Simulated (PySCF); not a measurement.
CH₇OPSi, SMILES CO[SiH2]P.

Geometry optimised at PBE-D3(BJ)/def2-SVP. The values are those of a single conformer.

Method: PBE-D3(BJ)/def2-SVP (PySCF).

Frequencies are harmonic and unscaled.

```
mode  ν (cm⁻¹)  IR (km/mol)  moving atoms (share of kinetic energy)
----  --------  -----------  --------------------------------------
1           83          3.4  C 31 %, H 31 %, P 19 %, Si 10 %, O 9 %
2          101          0.3                                  H 96 %
3          122          5.7                                  H 87 %
4          170          6.3  O 42 %, H 26 %, C 14 %, P 11 %, Si 8 %
5          255          3.7         O 42 %, H 25 %, Si 14 %, C 12 %
6          419         11.1                 P 41 %, Si 40 %, H 17 %
7          455         14.6                          H 90 %, Si 8 %
8          620         16.2                           H 80 %, P 9 %
9          685         27.2                         H 79 %, Si 14 %
10         738          7.0         H 46 %, O 20 %, Si 18 %, C 15 %
11         745         35.2                  H 72 %, O 16 %, Si 8 %
12         855        297.3                         H 80 %, Si 17 %
13         901         99.6                                  H 92 %
14        1044         16.5                                  H 97 %
15        1115        155.5                  O 40 %, C 34 %, H 24 %
16        1135          1.2                          H 76 %, C 19 %
17        1167         74.6                  H 54 %, C 23 %, O 22 %
18        1420          3.8                                  H 96 %
19        1421          1.6                                  H 95 %
20        1425         12.7                           H 91 %, C 8 %
21        2123        117.6                                  H 97 %
22        2187        100.6                                  H 96 %
23        2312         34.8                                  H 97 %
24        2332         43.2                                  H 97 %
25        2913         62.0                                  H 97 %
26        2982         37.6                          H 90 %, C 10 %
27        3042         27.3                           H 91 %, C 9 %
```
